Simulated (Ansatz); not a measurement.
Input file for Ansatz (a program for electronic structure): R-RI-MP2/aug-cc-pV(Q+d)Z on CH4AlN (a complex). Files ending in .json are basis or fitting sets from the Basis Set Exchange.

Ansatz 0.2 input:
```yaml
crystal:
  periodic: [false, false, false]
  atoms:
    - {symbol: Al, position_ang: [-0.16156664, 0.36406354, 0.26279560]}
    - {symbol: H, position_ang: [1.25364788, 0.82433566, -0.29958177]}
    - {symbol: H, position_ang: [-1.23650146, 1.48888221, 0.59489616]}
    - {symbol: H, position_ang: [-0.69082091, -1.08214948, -0.13618389]}
    - {symbol: C, position_ang: [0.74139717, -0.29308943, 3.26494928]}
    - {symbol: N, position_ang: [0.41955755, -0.06061317, 2.19616748]}
    - {symbol: H, position_ang: [1.04290311, -0.51052547, 4.26594809]}
basis:
  gaussian:
    orbitals: aug-cc-pV_Q+d_Z.json
    fitting: {mean_field: def2-universal-JKFIT, correlation: aug-cc-pVQZ-RIFIT.json}
magnetization: {spin_polarized: false}
correlation: {method: mp2, electrons: outside_noble_gas}
scf: {lower_state_search: off}
```

Question: Predict the final total energy.

Answer: -337.0638 hartree.
